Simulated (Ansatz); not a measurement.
Coupled-cluster diagnostics for [CdCl4]2- (CdCl₄²⁻), Ansatz.

Geometry of the singlet (PBE0-D4/def2-SVPD):

```xyz
5

Cd    0.000    0.000    0.000
Cl    2.107    1.418    0.095
Cl   -0.169   -1.409    2.109
Cl    0.096   -1.524   -2.032
Cl   -2.034    1.515   -0.172
```

In the def2 sets Cd takes a core potential; there is no spin–orbit coupling. Correlated methods freeze 20 core orbitals; core or outer-core shells of Cd are correlated, in sets that lack core-valence functions. A multiply charged anion in the gas phase is held together partly by the finite basis.

Estimate the CCSD(T) correlation energy, the shares of MP2 and (T), T1 and the reference's ⟨S²⟩ for: charge -2, singlet, own geometry in def2-SVPD; and the rough time on 4 threads of Arm Neoverse V1 on a shared host.


```tsv
state	basis	correlation (eV)	MP2 share (%)	(T) share (%)	T1	⟨S²⟩ (pure)	wall time
charge -2, singlet, own geometry	def2-SVPD	-28.262	94.7	2.5	0.011	0.00 (0.00)	35 s
```
Customary marks for T1 are 0.02 (closed shells), 0.045 (open shells) and about 0.05 (3d metals). T1 stays under 0.02 throughout.
